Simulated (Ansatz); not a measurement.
`[SiH3]C1=CC1` + `NN[SiH3]` → `NN([SiH3])[SiH3]` + `C1=CC1` at 700 K and 1 bar (ligand exchange at the Si–C bond).

Program: Ansatz. Geometries: PBE0-D4/def2-TZVP. ΔE: electronic, gas phase. CCSD(T)/CBS is the MP2 limit (def2-TZVPP, def2-QZVPP) plus CCSD(T) − MP2 in def2-TZVPP, frozen cores. This one scheme is used for every species. One conformer a species, not always the lowest.

```
           species  CCSD(T)/CBS energy (Eh)  H − E (kJ/mol)  S (J/(mol·K))
    `[SiH3]C1=CC1`               -406.74864           256.5          410.3
        `NN[SiH3]`               -402.05945           240.3          394.0
`NN([SiH3])[SiH3]`               -692.36045           304.4          475.2
          `C1=CC1`               -116.45901           189.7          305.0
```

H − E and S are ideal-gas, rigid-rotor, harmonic terms from PBE0-D4/def2-TZVP, for one conformer and one mirror image of each species. 1 Eh = 2625.50 kJ/mol, R = 8.31446 J/(mol·K).

Question: By hand: ΔE, ΔH, ΔS and ΔG.

Answer: ΔE = (-692.36045) + (-116.45901) − (-406.74864) − (-402.05945) = -0.01137 Eh = -29.9 kJ/mol. Δ(H − E) = 304.4 + 189.7 − 256.5 − 240.3 = -2.7, so ΔH = -32.6 kJ/mol. ΔS = 475.2 + 305.0 − 410.3 − 394.0 = -24.1 J/(mol·K). ΔG = -32.6 − 700 × (-24.1)/1000 = -15.7 kJ/mol.

Question: By hand: the equilibrium constant, and the temperature at which ΔG would vanish if ΔH and ΔS stayed fixed.

Answer: log₁₀ K = −ΔG/(RT ln 10) = 1.2. ΔG = 0 at ΔH/ΔS = 1353 K.

TΔS isn't small against ΔH here. A doubt of 5 kJ/mol in ΔE shifts log₁₀ K by 0.4 here. Other conformers and mirror images would add mixing entropy, several J/(mol·K) or more a flexible species. These are equilibria of isolated gas molecules and say nothing of rates. Largest T1 diagnostic: 0.011 (customary marks: 0.02 for closed shells, 0.045 for open ones).
